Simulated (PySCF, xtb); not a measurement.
CH₁₀O₂Si₃, SMILES C[Si@@H](O)[Si@H](O)[SiH3]. The values are those of a single conformer.

Harmonic wavenumbers (cm⁻¹) from xtb with GFN2-xTB at its own minimum, in rising order: 16, 39, 69, 95, 121, 159, 174, 201, 202, 246, 294, 376, 428, 438, 498, 601, 613, 661, 694, 710, 783, 785, 794, 802, 814, 823, 826, 853, 882, 1381, 1497, 1501, 2047, 2171, 2178, 2205, 2230, 3012, 3031, 3050, 3666, 3690.

Task: What does PBE-D3(BJ)/def2-SVP (PySCF 2.14.0) give at its own minimum? (An estimate is asked for; the answer gives what the named calculation found.)

Result: 32, 57, 76, 99, 143, 155, 188, 190, 232, 239, 249, 368, 431, 457, 495, 622, 658, 677, 715, 752, 767, 786, 827, 845, 872, 882, 889, 900, 907, 1211, 1372, 1380, 2094, 2118, 2153, 2155, 2167, 2968, 3066, 3077, 3745, 3747. Paired by order, the mean absolute difference is 38 cm⁻¹ and the zero-point energies are 65.3 and 65.4 kcal/mol.
